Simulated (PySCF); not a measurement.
A calculated (TPSSh, PySCF 2.14, aug-cc-pVDZ, the non-relativistic Hamiltonian (point nucleus)) atom or ion has these occupied shells.

```
shell  electrons  orbital energy (eV)  rms radius, mean of both spins (bohr)
 1s α          1              -430.77                                  0.266
 1s β          1              -430.13                                  0.266
 2s β          1              -48.633                                   1.30
 2p α          2              -39.235                                   1.26
```

Problem. Name the element and its charge.

Solution. N²⁺ (nitrogen, charge +2), in [He] 2s1 2p2, 2s spin antiparallel (an excited configuration).
